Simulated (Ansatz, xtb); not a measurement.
**AlH6SiSn: which of two structures lies lower**

Structure I is a doublet given by its coordinates and structure II is `[AlH2][SnH][SiH3]`, a doublet. Both are isolated molecules in the gas phase, relaxed with PBE0-D3(BJ)/def2-SVP; the shapes shown needn't be the lowest conformers.

I (Å):

```xyz
9

Al    0.7706   -1.0145    1.3801
Si   -1.1666   -0.4519   -0.0113
Sn    2.8017    0.9973    1.6416
H    -1.0524    0.9282   -0.5843
H    -2.4421   -0.5087    0.7758
H    -1.3125   -1.4057   -1.1597
H     2.2416   -0.5420    0.5582
H     1.0029   -2.3872    2.1480
H     1.1393    0.3258    2.4433
```

Close contacts (Å): Al1–Si2 2.45, Al1–Sn3 2.87, Al1–H7 1.75, Al1–H8 1.59, Al1–H9 1.75, Si2–H4 1.50, Si2–H5 1.50, Si2–H6 1.50, Sn3–H7 1.96, Sn3–H9 1.96.

II (Å):

```yaml
atoms:
  - { symbol: Al, position_ang: [-2.3553, -0.0717, 0.6078] }
  - { symbol: Si, position_ang: [2.1552, -0.6718, 1.3032] }
  - { symbol: Sn, position_ang: [0.0309, -0.7232, -0.1290] }
  - { symbol: H, position_ang: [-2.5545, 0.4231, 2.1038] }
  - { symbol: H, position_ang: [-3.5455, -0.1779, -0.4387] }
  - { symbol: H, position_ang: [0.3918, -1.2781, -1.7145] }
  - { symbol: H, position_ang: [3.1769, 0.2418, 0.7045] }
  - { symbol: H, position_ang: [1.8092, -0.1815, 2.6717] }
  - { symbol: H, position_ang: [2.7538, -2.0380, 1.4145] }
```

**Question.** Estimate E(II) − E(I) at the level CCSD(T)/def2-SVP + ΔMP2/def2-TZVPP.

**Answer.** Calculated at CCSD(T)/def2-SVP + ΔMP2/def2-TZVPP: E(II) − E(I) = +34.7 kJ/mol, so structure I lies lower.

The same difference at several levels:

```csv
level,geometry,E(II) − E(I) (kJ/mol),departure from the last row (kJ/mol),"job, with rough time for the two"
PBE0-D3(BJ)/def2-SVP,PBE0-D3(BJ)/def2-SVP,+33.4,−1.4,"optimisation, 91 s"
HF/def2-SVP,PBE0-D3(BJ)/def2-SVP,+17.8,−17.0,part of the CCSD(T) run
MP2/def2-SVP,PBE0-D3(BJ)/def2-SVP,+21.4,−13.4,part of the CCSD(T) run
CCSD(T)/def2-SVP,PBE0-D3(BJ)/def2-SVP,+32.1,−2.7,single point
CCSD(T)/def2-SVP + ΔMP2/def2-TZVPP,PBE0-D3(BJ)/def2-SVP,+34.7,,"single point, 42 s"
```

The levels shown agree on the order. The largest departure from CCSD(T)/def2-SVP + ΔMP2/def2-TZVPP is that of HF/def2-SVP, 17.0 kJ/mol. Levels run at GFN2-xTB geometries aren't shown. The last row adds to CCSD(T) the change of the MP2 difference between the two basis sets, here +2.7 kJ/mol.

With harmonic frequencies from PBE0-D3(BJ)/def2-SVP (ideal gas, rigid rotor, one conformer each, 400 K, 1 atm): on the last row, ΔE + ΔZPE = +31.0 kJ/mol. A mode under 50 cm⁻¹ makes harmonic enthalpies and free energies unreliable, so none is given.

Open shells are spin-unrestricted. The correlated steps freeze 14 core orbitals; the filled d shell of Sn is correlated, in a basis made for valence electrons. Atoms past krypton carry core potentials in the def2 sets and no spin–orbit term is included. Run with Ansatz 0.2.0; the last row on 2 threads of Arm Neoverse V2 on a shared host.
